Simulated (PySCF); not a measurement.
CH12N2Si3, SMILES C([SiH3])([SiH3])(N)[SiH2]N. Atoms are numbered in the order given.

```xyz
18

N      2.5916     0.1027    -0.3464
Si     1.2113     0.9503     0.2740
C     -0.3038    -0.1874     0.2703
N     -0.2522    -1.2076     1.3428
Si    -1.9114     0.7856     0.4976
Si    -0.3983    -1.1033    -1.3881
H      3.2488     0.5877    -0.9450
H      3.0530    -0.6307     0.1783
H      1.3735     1.3987     1.7011
H      1.0420     2.1478    -0.6052
H      0.5449    -1.8324     1.2259
H     -0.1533    -0.7736     2.2607
H     -2.0553     1.8130    -0.5802
H     -1.8765     1.4903     1.8201
H     -3.0919    -0.1280     0.4813
H      0.6259    -2.1920    -1.4076
H     -1.7453    -1.7244    -1.5813
H     -0.1410    -0.1538    -2.5132
```
Charge 0, spin multiplicity 1.

The structure is a stationary point at PBE0-D3(BJ)/def2-SVP. The geometry has at least one imaginary mode, so it is a saddle point at that level. This is a generated structure with no PubChem entry under its InChIKey; it may be hypothetical. The values are those of a single conformer.

Method: B3LYP/pcSseg-1 (PySCF).

GIAO shieldings, no solvent; atoms listed in one row are averaged. δ = σ(ref) − σ: ¹⁵N against NH3 (σ = 265.5 ppm); ²⁹Si against TMS (σ = 338.7 ppm); ¹³C against TMS (σ = 181.3 ppm); ¹H against TMS (σ = 31.68 ppm), references at their B3LYP-D3(BJ)/def2-TZVP geometries, non-relativistic.

```
nucleus          atoms  count  δ (ppm)
-------  -------------  -----  -------
¹⁵N                 N4      1     37.2
¹⁵N                 N1      1      9.3
²⁹Si               Si2      1    -27.0
²⁹Si               Si6      1    -57.4
²⁹Si               Si5      1    -64.7
¹³C                 C3      1     21.6
¹H             H9, H10      2     4.98
¹H       H16, H17, H18      3     4.23
¹H       H13, H14, H15      3     4.14
¹H                 H11      1     0.83
¹H                  H7      1     0.69
¹H                 H12      1     0.56
¹H                  H8      1     0.48
```
